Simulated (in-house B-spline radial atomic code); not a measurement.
Radial electron density of La IV (La3+), [Kr] 4d10 5s1 5p6 6f1. All numbers are computed (scalar-relativistic (X2C) BHandHLYP, spin-polarised, spherical fractional occupations, exact exchange averaged over the configuration; Fermi nucleus of rms radius 4.855 fm) with a radial B-spline atomic code at the basis-set limit, not measured.

One-electron X2C: radii and densities carry no picture-change correction, so inner-shell <1/r> comes out high (for 1s by about 2 % at Z = 33, 5 % at 54, 10 % at 75, 30 % at 118) and <r> low.

Columns: r (bohr), 4πr²n(r) (electrons per bohr), bar.

```
 0.00072    2.344 #
0.000914    3.387 ##
 0.00116    4.868 ##
 0.00148    7.005 ###
 0.00187    9.852 #####
 0.00238    13.85 ######
 0.00303     19.2 #########
 0.00384    25.98 ############
 0.00488    34.47 ################
 0.00621    44.46 ####################
 0.00788    55.06 #########################
    0.01    65.07 ##############################
  0.0127    72.64 #################################
  0.0162    75.82 ###################################
  0.0205    73.79 ##################################
  0.0261    68.44 ###############################
  0.0332    65.04 ##############################
  0.0421    69.41 ################################
  0.0535     82.5 ######################################
   0.068    95.67 ############################################
  0.0864    96.02 ############################################
    0.11    82.02 ######################################
   0.139    71.29 #################################
   0.177    77.17 ###################################
   0.225    84.04 #######################################
   0.286    67.07 ###############################
   0.363    38.67 ##################
   0.461    29.38 #############
   0.586    34.44 ################
   0.745    29.34 #############
   0.946     16.3 #######
     1.2    8.975 ####
    1.53    6.749 ###
    1.94    4.254 ##
    2.47     1.61 #
    3.13   0.3918 
    3.98  0.06818 
    5.06 0.002139 
    6.42   0.1018 
    8.16    0.196 
    10.4  0.09375 
    13.2  0.01388 
    16.7 0.0005739 
    21.3 4.075e-06 
      27 6.102e-09
```

On this grid the curve has 5 maxima, near 0.0162, 0.0864, 0.225, 0.586, 8.16 bohr.

The 6f up radial function P(r) = rR(r), positive near the nucleus:

| r (bohr) | P |
| --- | --- |
| 0.0421 | 0.000487 |
| 0.068 | 0.002367 |
| 0.11 | 0.009922 |
| 0.177 | 0.03318 |
| 0.286 | 0.0849 |
| 0.461 | 0.152 |
| 0.745 | 0.169 |
| 1.2 | 0.06769 |
| 1.94 | -0.1494 |
| 3.13 | -0.2977 |
| 5.06 | 0.03598 |
| 8.16 | 0.4427 |
| 13.2 | 0.1178 |
| 21.3 | 0.002019 |
